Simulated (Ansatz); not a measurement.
Z-matrix (Å, degrees):
```
Si
Si 1 2.350
F 1 1.603 2 107.9
H 1 1.485 2 111.5 3 118.7
H 1 1.483 2 110.1 3 -118.7
Br 2 2.210 1 108.7 3 63.9
F 2 1.598 1 108.1 3 -178.3
H 2 1.481 1 116.0 3 -57.3
```

Charge 0, multiplicity 1.

(1) List the B3LYP/def2-TZVPP orbital energies in eV (Ansatz 0.2.0). (An estimate is asked.)

Results:

(1) Computed: Occupied: -13139.48, -1801.06, -1800.35, -1701.13, -1532.83, -1532.78, -1532.78, -672.00, -671.80, -236.92, -177.78, -177.61, -177.59, -145.41, -144.79, -100.79, -100.74, -100.67, -100.16, -100.09, -100.07, -72.07, -72.02, -72.01, -71.87, -71.87, -32.95, -32.74, -21.66, -16.16, -15.15, -13.04, -13.01, -12.81, -12.67, -12.65, -11.97, -10.32, -9.83, -9.25, -8.76, -8.06. Lowest empty: -1.55, -0.77, 0.23, 0.79, 1.09, 1.41, 2.59, 3.01.

B3LYP here is the variant with VWN-RPA as its local correlation; programs differ in this.
